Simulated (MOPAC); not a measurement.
Diatomic MgF, multiplicity 2 (the spin of the measured ground state).

Seven points along R, fitted to fifth degree in 1/R; most abundant isotopes. In def2 and cc sets the state is the lowest found near the PBE0 minimum, followed along R.

The state that PM7 reach isn't checked; PM7 holds dispersion and hydrogen-bond terms.

The values were computed with MOPAC for PM7 (differences of heats of formation). 

Energies at PM7:

```json
[
 {"R (Å)": "1.640293", "E (hartree)": "0.00059631"},
 {"R (Å)": "1.684387", "E (hartree)": "-0.00176203"},
 {"R (Å)": "1.724954", "E (hartree)": "-0.00185502"},
 {"R (Å)": "1.770811", "E (hartree)": "-0.00005170"},
 {"R (Å)": "1.816669", "E (hartree)": "0.00333989"},
 {"R (Å)": "1.869582", "E (hartree)": "0.00873805"},
 {"R (Å)": "1.931313", "E (hartree)": "0.01645779"}
]
```

### Question
With a reduced mass of 10.6012 u, find the minimum, the force constant and the constants.

### Answer
A fifth-degree polynomial in 1/R puts the minimum at r_e = 1.7064 Å with force constant 466 N/m. Then ω_e = (1/2πc)√(k/μ) = 864 cm⁻¹ and B_e = h/(8π²cμr_e²) = 0.5461 cm⁻¹; the cubic and quartic terms give α_e = 0.0041 and ω_e x_e = 4.8 cm⁻¹.
